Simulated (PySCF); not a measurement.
## Removing the step error of a finite difference

System: C4H10ClGaO (SMILES CC[O][Ga]([Cl])[CH2]C), singlet, geometry from GFN2-xTB (such geometries of metal compounds can be far from the true shape), atoms displaced at random by about 0.08 Å a coordinate. Level: HF/STO-3G, gradient run with PySCF. Sums are taken with unrounded values, so a last digit can differ.

Central differences of the energy along z of atom 13 gave a gradient component of -0.076990 Eh/bohr at step 0.05 and -0.077560 Eh/bohr at step 0.2 (atomic units).

### Question
Extrapolate to zero step.

### Answer
The leading error of a symmetric difference goes as h², so A(h) = A0 + c h². Then c = (-0.077560 - (-0.076990))/(0.2² - 0.05²) = -0.0152 (atomic units) and A0 = -0.076990 - c × 0.05² = -0.076952 Eh/bohr. The analytic value from the same program and level is -0.076950 Eh/bohr: the smaller step missed it by -0.000040, the extrapolation by -0.000002.
